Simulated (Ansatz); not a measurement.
Correlation energies of Cl2H2OSTi, SMILES `[OH][Ti]([SH])([Cl])[Cl]` by basis set

```xyz
7

O     1.2361   -1.1644   -0.3394
Ti    0.0786   -0.0120    0.2721
S    -1.3874    0.2706   -1.4350
Cl   -0.9752   -0.7576    2.0431
Cl    1.0263    1.9021    0.7446
H     2.1371   -1.3712   -0.5892
H    -2.1157    1.1324   -0.6961
```

Total charge 0; spin multiplicity 1. Correlated methods include outer-core shells of Ti, which these sets cover unevenly. Scalar relativity is left out up to krypton. The geometry is a stationary point of PBE0-D4/def2-TZVP. It is one conformer, not always the lowest. Frozen core, restricted reference, Ansatz 0.2.0.

| basis | HF (Eh) | MP2 corr. | CCSD corr. | (T) | CCSD(T) total |
| --- | --- | --- | --- | --- | --- |
| def2-SVP | -2240.57938 | -0.91260 | -0.93334 | -0.04668 | -2241.55940 |
| def2-TZVPP | -2241.25916 | -1.24161 | -1.27028 | -0.07419 | -2242.60363 |
| def2-QZVPP | -2241.31448 | -1.35094 | – | – | – |
